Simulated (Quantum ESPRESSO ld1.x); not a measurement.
Xe III, 52 electrons, occupied as [Kr] 4d10 5s2 5p3 5d1 (not the ground configuration). Calculated with ld1.x of Quantum ESPRESSO 7.5: Dirac Kohn-Sham, PW91, spin-unpolarised, spherical densities, point nucleus; open shells fill j = l - 1/2 first.

Spin-orbit splittings of the eigenvalues, e(l+1/2) - e(l-1/2), with zeta = 2 splitting/(2l+1) and mean radii in bohr:

shell  occ.  splitting (eV)  zeta (eV)  <r> j=l-1/2  <r> j=l+1/2
2p        6           324.8      216.5      0.09619       0.1020
3p        6           61.68      41.12       0.2962       0.3078
3d       10           13.04      5.215       0.2787       0.2824
4p        6           12.33      8.221       0.7453       0.7730
4d       10           1.999     0.7996       0.8673       0.8779
5p        3           1.610      1.074        2.008        2.084
5d        1          0.1488    0.05953        3.013        3.046
